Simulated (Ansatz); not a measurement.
Reaction (substitution at a C–Se bond): `C[Se][Al]([F])[Cl]` + `C1NCS1` → `CN1CSC1` + `[F][Al]([Cl])[SeH]`

Calculated with Ansatz (gas phase, PBE0-D4/def2-TZVP geometries, no zero-point term in ΔE). CCSD(T)/CBS is the MP2 limit (def2-TZVPP, def2-QZVPP) plus CCSD(T) − MP2 in def2-TZVPP, frozen cores. Functionals use def2-TZVPP. B3LYP here is the variant with VWN-RPA as its local correlation; programs differ in this. For Se outer-core shells are correlated without core-valence functions, which leaves a few kJ/mol of doubt a bond. Scalar relativity is left out up to krypton. One conformer a species, not always the lowest.

Task: Is it downhill or uphill in electronic energy at CCSD(T)/CBS, and by how much? (Estimate.)

Result: Ansatz gave: Nearly level: ΔE = +0.02 eV.

Task: What do these levels give: PBE0-D4, B3LYP-D4, ωB97M-V, PBE, PBE0, CCSD(T)/def2-TZVPP? (An estimate is asked.)

Result: Computed: PBE0-D4 0.02, B3LYP-D4 0.02, ωB97M-V 0.02, PBE 0.03, PBE0 0.02, CCSD(T)/def2-TZVPP 0.01 eV.

Largest T1 diagnostic among the species: 0.010.
